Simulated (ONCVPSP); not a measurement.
Building the ONCV potential for iodine (PBEsol, scalar-relativistic).

I (Z = 53), optimised norm-conserving Vanderbilt (ONCV), made with ONCVPSP 4.0.1 (PBEsol, scalar-relativistic). Core [Ar] 3d10, reference 4s2 4p6 4d10 5s2 5p3.5 (charge +1.5). Waves: 4s+5s: rc 1.15 bohr, ncon 4, nbas 7, qcut 11.8 1/bohr, 2 projectors; 4p+5p: rc 1.30 bohr, ncon 3, nbas 8, qcut 8.6 1/bohr, 2 projectors; 4d: rc 1.10 bohr, ncon 4, nbas 9, qcut 16.4 1/bohr, 2 projectors, debl 2.5 Ha. Local part: polynomial inside 1.10 bohr (lpopt 4, dvloc0 0 Ha). Core correction: Teter function, fcfact 3, rcfact 1.25.

All-electron outer shells of the reference configuration (PBEsol, scalar-relativistic, ld1.x):

| shell | level (eV) | outermost node (bohr) | outermost maximum (bohr) |
| --- | --- | --- | --- |
| 3p | -873.94 | 0.13 | 0.28 |
| 3d | -620.85 | – | 0.23 |
| 4s | -195.19 | 0.37 | 0.68 |
| 4p | -142.23 | 0.37 | 0.72 |
| 4d | -65.01 | 0.35 | 0.78 |
| 5s | -31.09 | 0.88 | 1.68 |
| 5p | -19.86 | 0.96 | 1.95 |

(1) Estimate the cutoffs (Ha) at which the residual kinetic energy of the hardest occupied pseudo-wave falls to 1 and 0.1 mHa per electron.

(2) Does the potential have ghost states?

(3) Which valence shell sets the plane-wave cutoff?

(4) Tests: 4s2 4p6 4d10 5s2 5p5; 4s2 4p6 4d10 5s2 5p4; 4s2 4p6 4d10 5s2 5p3; 4s2 4p6 4d10 5s2 5p4.5. Which has the largest error in its energy relative to the reference configuration, and how large is it?

Results:

(1) 63 Ha and 77 Ha.

(2) No bound ghost flagged; no localised positive-energy state flagged.

(3) 4d: 63 Ha for 1 mHa per electron, against 50 Ha for 4s.

(4) 4s2 4p6 4d10 5s2 5p5, with +4.3 meV (all-electron minus pseudo) on -19.95 eV.
